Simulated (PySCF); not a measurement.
# Relaxation of singlet SbCl₂⁺

Method: PBE0/[Sb def2-TZVP with ECP28, Cl def2-TZVP], scalar-relativistic core potentials, density fitting, no spin–orbit coupling, PySCF. A (50,194) grid was used.

A start displaced from a saddle point along its imaginary mode, of C2v symmetry, held to at least that symmetry:

Coordinates in bohr (charge 1 multiplicity 1):
```
Sb    0.1273    0.0317    0.0000
Cl   -0.2200   -0.0548    4.4395
Cl   -0.2200   -0.0548   -4.4395
```

Optimiser trace:
```tsv
step	E − E(last) (kJ/mol)	largest gradient (Eh/bohr)
0	183.01	0.01566
1	152.27	0.02421
2	106.13	0.03043
3	60.43	0.03964
4	19.43	0.02329
5	1.88	0.01270
6	0.15	0.00301
7	0.01	0.00019
8	0.00	0.00001
```

It ends at C2v with Sb–Cl 2.252 Å (×2); Cl–Sb–Cl 100.3°. No frequency check is given, so it may be a saddle point.

Final geometry:
Coordinates in bohr (charge 1 multiplicity 1):
```
Sb    1.6590    0.4135    0.0000
Cl   -0.9859   -0.2457    3.2680
Cl   -0.9859   -0.2457   -3.2680
```
